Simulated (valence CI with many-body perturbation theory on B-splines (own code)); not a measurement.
**Forbidden lines of Re4+**

Level of theory: relativistic CI+MBPT: three valence electrons over a frozen Dirac-Fock core [Xe] 4f14, a basis of 9 s, 9 p, 10 d, 8 f, 5 g, 3 h, 1 i functions for each j, with the one-electron correlation potential Σ1, the two-electron term Σ2, the three-electron term Σ3, Breit, model QED; selected CI, second order for the rest, scaled by the run's own slope (own B-spline code, finite nucleus).

Set against measurement, 62 paired levels are off by 1190 cm⁻¹ on average, the worst by 2237. These come from a selection out of Brasseur, Gamrath and Quinet, At. Data Nucl. Data Tables 157, 101636 (2024). Levels without a partner in it may be off by more, other configurations by 1,000 to 8,000 cm⁻¹. 1 measured level below the end of the list, from 164068 cm⁻¹ on, found no clear computed partner.

Lines 1 to 50 of 119 in falling wavelength, among levels below 165810 cm⁻¹, chosen from the decays that carry over 1 % of a level's rate. Wavelengths and rates use the calculated energies, so an error of 1000 cm⁻¹ moves a line at 12490 Å by 12 % and its rate by three times that or more. Electric multipoles are in the length gauge, E1 and E2 with the static RPA response of the core. S is in atomic units (e²a₀⁴ for E2 and M2, e²a₀⁶ for E3), for M1 in squared Bohr magnetons. Weak lines are less certain than strong ones. Lines between different terms over intervals too small for the method are left out, as are lines whose strength nearly cancels and 1 of this kind that miss the measured wavelength by over 7 %.

Names give the largest LS component (configuration and term), which can be under half, so a name can repeat, a term be missing and a line seem to break the LS rules; names also repeat where a configuration has a term twice. Letters in brackets count levels of one name in rising energy.

| λ vac (Å) | λ from measured levels | Upper | Lower | Type | A (s⁻¹) | S (a.u.) |
| --- | --- | --- | --- | --- | --- | --- |
| 52460 | 52010 | 5d3 4P_1/2 | 5d3 4P_3/2 | M1 | 1.89e-01 | 2.02e+00 |
| 33200 | 34000 | 5d3 4F_9/2 | 5d3 4F_7/2 | M1 | 5.59e-01 | 7.58e+00 |
| 24180 | 24270 | 5d3 4F_7/2 | 5d3 4F_5/2 | M1 | 2.63e+00 | 1.10e+01 |
| 20990 | 20610 | 5d3 4F_5/2 | 5d3 4F_3/2 | M1 | 4.16e+00 | 8.57e+00 |
| 17590 | 18060 | 5d3 2D_5/2 [a] | 5d3 2D_3/2 [a] | M1 | 1.58e+00 | 1.92e+00 |
| 14000 | 14060 | 5d3 2H_11/2 | 5d3 2H_9/2 | M1 | 2.57e+00 | 3.14e+00 |
| 12490 | 12790 | 5d3 2D_5/2 [a] | 5d3 4P_5/2 | M1 | 1.14e+00 | 4.95e-01 |
| 12390 | 12420 | 5d3 2H_9/2 | 5d3 4F_9/2 | M1 | 6.37e+00 | 4.50e+00 |
| 11810 | 11740 | 5d3 4P_5/2 | 5d3 4P_3/2 | M1 | 5.59e+00 | 2.05e+00 |
| 11260 | 11270 | 5d3 2D_3/2 [a] | 5d3 4P_1/2 | M1 | 3.06e+00 | 6.48e-01 |
| 10940 | 10990 | 5d3 2P_3/2 | 5d3 2P_1/2 | M1 | 5.50e+00 | 1.07e+00 |
| 10620 | 10700 | 5d3 2P_1/2 | 5d3 4P_1/2 | M1 | 1.48e+01 | 1.31e+00 |
| 10340 | 10450 | 5d3 2P_3/2 | 5d3 2D_3/2 [a] | M1 | 9.09e+00 | 1.49e+00 |
| 9741 | 9960 | 5d3 2G_7/2 | 5d3 4F_7/2 | M1 | 4.97e+00 | 1.36e+00 |
| 9554 | 9617 | 5d3 2G_9/2 | 5d3 2H_9/2 | M1 | 1.18e+01 | 3.80e+00 |
| 9269 | 9260 | 5d3 2D_3/2 [a] | 5d3 4P_3/2 | M1 | 1.58e+01 | 1.86e+00 |
| 9024 | 9096 | 5d3 2H_9/2 | 5d3 4F_7/2 | M1 | 5.98e+00 | 1.63e+00 |
| 8863 | 8809 | 5d3 2G_9/2 | 5d3 2G_7/2 | M1 | 1.23e+01 | 3.17e+00 |
| 8832 | 8876 | 5d3 2P_1/2 | 5d3 4P_3/2 | M1 | 3.54e-01 | 1.81e-02 |
| 8338 | 8443 | 5d3 2P_3/2 | 5d3 4P_5/2 | M1 | 8.33e+00 | 7.16e-01 |
| 8006 | 8369 | 5d3 4P_5/2 | 5d3 4F_7/2 | M1 | 7.14e-01 | 8.15e-02 |
| 7738 | 8063 | 5d3 4P_3/2 | 5d3 4F_3/2 | M1 | 6.59e+00 | 4.53e-01 |
| 7337 | 7553 | 5d3 2F_5/2 | 5d3 4P_5/2 | M1 | 2.56e+00 | 2.25e-01 |
| 7133 | 7298 | 5d3 2F_7/2 | 5d3 4P_5/2 | M1 | 1.70e-01 | 1.83e-02 |
| 6944 | 7062 | 5d3 2G_7/2 | 5d3 4F_5/2 | M1 | 1.33e+01 | 1.32e+00 |
| 6791 | 6902 | 5d2.6s 2F_5/2 | 5d2.6s 4F_3/2 | M1 | 1.34e+01 | 9.32e-01 |
| 6743 | 6981 | 5d3 4P_1/2 | 5d3 4F_3/2 | M1 | 1.38e+00 | 3.15e-02 |
| 6743 | 6981 | 5d3 4P_1/2 | 5d3 4F_3/2 | E2 | 1.41e-01 | 3.51e+00 |
| 6574 | 6595 | 5d3 2H_11/2 | 5d3 4F_9/2 | M1 | 3.24e+00 | 4.10e-01 |
| 6307 | 6601 | 5d3 2F_5/2 | 5d3 2G_7/2 | M1 | 2.23e+00 | 1.24e-01 |
| 6307 | 6601 | 5d3 2F_5/2 | 5d3 2G_7/2 | E2 | 2.23e-01 | 1.19e+01 |
| 6156 | 6405 | 5d3 2F_7/2 | 5d3 2G_7/2 | M1 | 4.05e+00 | 2.80e-01 |
| 6070 | 6121 | 5d3 2D_5/2 [a] | 5d3 4P_3/2 | M1 | 1.76e+00 | 8.76e-02 |
| 6014 | 6223 | 5d3 4P_5/2 | 5d3 4F_5/2 | M1 | 7.70e-01 | 3.73e-02 |
| 5437 | 5605 | 5d3 2D_5/2 [b] | 5d3 2F_7/2 | M1 | 8.65e+00 | 3.09e-01 |
| 5421 | 5590 | 5d3 2D_3/2 [b] | 5d3 2F_5/2 | M1 | 1.03e+01 | 2.43e-01 |
| 5395 | 5420 | 5d3 2G_9/2 | 5d3 4F_9/2 | M1 | 1.51e+00 | 8.80e-02 |
| 5324 | 5463 | 5d3 2D_5/2 [b] | 5d3 2F_5/2 | M1 | 1.69e+01 | 5.67e-01 |
| 5277 | 5450 | 5d3 2D_3/2 [a] | 5d3 4F_5/2 | M1 | 1.38e+01 | 3.01e-01 |
| 5133 | 5315 | 5d3 2P_1/2 | 5d3 4F_5/2 | E2 | 1.81e-01 | 1.15e+00 |
| 4979 | 5185 | 5d3 2D_3/2 [b] | 5d3 2P_3/2 | M1 | 1.32e+00 | 2.41e-02 |
| 4898 | 5076 | 5d3 2D_5/2 [b] | 5d3 2P_3/2 | M1 | 2.13e+00 | 5.56e-02 |
| 4887 | 4911 | 5d3 2P_3/2 | 5d3 4P_3/2 | M1 | 2.18e+00 | 3.77e-02 |
| 4878 | 5059 | 5d3 2D_5/2 [a] | 5d3 4F_7/2 | M1 | 1.51e+01 | 3.89e-01 |
| 4641 | 4675 | 5d3 2G_9/2 | 5d3 4F_7/2 | M1 | 3.50e+00 | 1.30e-01 |
| 4525 | 4596 | 5d3 2F_5/2 | 5d3 4P_3/2 | M1 | 2.00e+00 | 4.12e-02 |
| 4282 | 4525 | 5d3 2D_5/2 [b] | 5d3 2G_9/2 | E2 | 1.60e+00 | 1.24e+01 |
| 4256 | 4403 | 5d3 2F_7/2 | 5d3 4F_9/2 | M1 | 6.10e+00 | 1.39e-01 |
| 4256 | 4403 | 5d3 2F_7/2 | 5d3 4F_9/2 | E2 | 4.26e-01 | 4.25e+00 |
| 4217 | 4310 | 5d3 2D_3/2 [a] | 5d3 4F_3/2 | M1 | 5.68e+00 | 6.31e-02 |
